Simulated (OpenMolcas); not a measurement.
## Co2+ in CsCaBr3: curves along the breathing mode

Co2+ with its 6 nearest bromide ions, on the Ca site of CsCaBr3 (a = 5.69 Å, distance in the model lattice 2.845 Å). The rest of the host is ab initio model potentials to 7.6 Å, with orthogonalisation functions on the cations behind the ligands, and point charges beyond; the distance is set by hand and nothing relaxes. Ligand basis ANO-RCC-VDZP.

```json
{
 "Program": "OpenMolcas",
 "Method": "CASSCF",
 "Basis": "ANO-RCC-VDZP [5s4p2d1f]",
 "Scalar Hamiltonian": "DKH2, point nucleus",
 "Active space": "7 electrons in 5 orbitals (3d)",
 "State averaging": "2S+1 = 4 even, 10 roots; 2S+1 = 2 even, 40 roots",
 "Spin-orbit coupling": "state interaction with AMFI integrals over the reference wave functions"
}
```

Spin-free energies (labels of O, the rotations of Oh) in cm-1 above the lowest fitted minimum, as all ligands move together:

| R (Å) | 4T1 | 4T2 | 4A2 | 2E | 2T2 | 2T1 | 4T1(2) |
| --- | --- | --- | --- | --- | --- | --- | --- |
| 2.542 | 3550 | 7430 | 12100 | 19840 | 22590 | 22950 | 24480 |
| 2.602 | 810 | 4120 | 8120 | 17740 | 19840 | 20230 | 21340 |
| 2.662 | 10 | 2840 | 6280 | 17430 | 19020 | 19430 | 20220 |
| 2.721 | 960 | 3400 | 6370 | 18760 | 19930 | 20350 | 20910 |
| 2.781 | 3610 | 5710 | 8280 | 21690 | 22540 | 22950 | 23330 |
| 2.841 | 7920 | 9740 | 11970 | 26210 | 26810 | 27210 | 27460 |
| 2.901 | 13940 | 15520 | 17470 | 32380 | 32780 | 33170 | 33330 |

Cubic fits give the following; the wavenumber is harmonic, with the mass of all moving ligands, small differences in it between states hang on the degree of the fit, a number in brackets counts states of one label, and the table is a selection of at most 14 states with clean curves.

```
 State  R0 (Å)  Breathing mode (cm-1)  Minimum (cm-1)
   4T1   2.660                    188               0
   4T2   2.674                    191            2800
   4A2   2.689                    194            6070
    2E   2.644                    182           17350
   2T2   2.661                    187           19010
   2T1   2.660                    186           19420
4T1(2)   2.669                    190           20200
   2A1   2.672                    190           20950
2T1(2)   2.659                    187           24490
2T2(2)   2.665                    189           25660
2T1(3)   2.669                    190           25850
 2E(2)   2.676                    191           26980
2T1(4)   2.681                    193           28650
 2E(3)   2.676                    194           28950
```

The minimum of 4T2 is shifted by +0.0141 Å against 4T1 (from the unrounded fits). With M = 479.4 u for the moving shell, the Huang-Rhys factor in this mode is S = M ω ΔR² / 2ħ = 0.01483 × 479.4 × 188 × 0.0141² = 0.27. Only the first shell moves, against a rigid host.

An orbital triplet at a regular site is open to Jahn-Teller coupling, which can distort the site and quench the lowest spin-orbit gaps and is left out. Without dynamic correlation the repulsion within the d shell is too large (B by tens of per cent), so at a given field states of lower spin stand too high. Ligand-to-metal charge-transfer states are missing. With no ligand orbital active B as a rule stays too high, so bands that hang on it stand too high and its fall with covalency is understated. With metal d orbitals alone and no dynamic correlation the field as a rule comes out too small, by tens of per cent, by up to half for chloride and softer ligands, and with too little covalency χT stands high. No measured value stands beside these numbers.
